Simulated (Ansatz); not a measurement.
Compare A (`O[SiH2]N1BCB1`) with its isomer B (`BB[SiH](O)C=N`).

Computed with Ansatz on PBE0-D4/def2-TZVP structures; ΔE is electronic, products minus reactants. CBS: MP2 limit from def2 TZ/QZ plus the TZ coupled-cluster correction, frozen cores. DFT in def2-TZVPP. B3LYP here is the variant with VWN-RPA as its local correlation; programs differ in this. One conformer a species, not always the lowest.

**Question.** Which is lower in electronic energy at CCSD(T)/CBS, and by how much? (An estimate is asked.)

**Answer.** The calculation gave: A, by 411.1 kJ/mol.

**Question.** Give E(B) − E(A) in kJ/mol with B3LYP-D4, CCSD(T)/def2-TZVPP, B2PLYP, ωB97M-V, r2SCAN-D4, CCSD/def2-TZVPP, PBE0-D4. (Estimate.)

**Answer.** The calculation gave: B3LYP-D4 389.6, CCSD(T)/def2-TZVPP 406.4, B2PLYP 405.0, ωB97M-V 415.5, r2SCAN-D4 403.4, CCSD/def2-TZVPP 406.7, PBE0-D4 407.5. None reverses the order clearly.

Largest T1 diagnostic: 0.014.

In def2-TZVPP, CCSD(T) changes the Hartree–Fock value by +8.5 kJ/mol (the triples alone add −0.2 kJ/mol) and MP2 by +40.6 kJ/mol. From PBE to PBE0 (25 % exact exchange), in def2-TZVPP and without D4, E(B) − E(A) moves by +22.5 kJ/mol.
